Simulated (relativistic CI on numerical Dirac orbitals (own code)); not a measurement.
# Slater and spin-orbit integrals, Cd⁴¹⁺

Calculated at this level of theory: Dirac-Coulomb-Breit CI, orbitals from a KLI potential per configuration, QED by a radiative potential, unscaled Slater integrals (own radial code, finite nucleus).

Slater integrals F^k, G^k are unscaled and averaged over j, outside the closed core 1s2; ζ comes from projecting the Hamiltonian with its Breit term on Σ l·s of the shell.

- 2s2 2p3: F^2(2p,2p) = 873660, ζ(2p) = 1.1131e+06 cm⁻¹; <r>(2p) = 0.1089, <r^2>(2p) = 0.01435 (bohr units).
- 2s 2p4: F^2(2p,2p) = 872190, G^1(2s,2p) = 928150, ζ(2p) = 1.1079e+06 cm⁻¹; <r>(2s) = 0.126, <r^2>(2s) = 0.01867, <r>(2p) = 0.109, <r^2>(2p) = 0.0144 (bohr units).
- 2p5: ζ(2p) = 1.1027e+06 cm⁻¹; <r>(2p) = 0.1093, <r^2>(2p) = 0.01447 (bohr units).

Averages of the first 10 configurations, taken without configuration mixing, which lowers the lowest level and can move excited configurations by several eV; other configurations of the list can lie among them:

```csv
Configuration,Parity,States,Average energy above the lowest level (eV)
2s2 2p3,odd,20,207.0
2s 2p4,even,30,544.2
2p5,odd,6,918.9
2p4 3s,even,30,4492.5
2p4 3p,odd,90,4587.6
2p4 3d,even,150,4679.3
2s2 2p2 3s,even,30,3829.9
2s2 2p2 3p,odd,90,3930.9
2s2 2p2 3d,even,150,4023.0
2s 2p3 3s,odd,80,4142.2
```
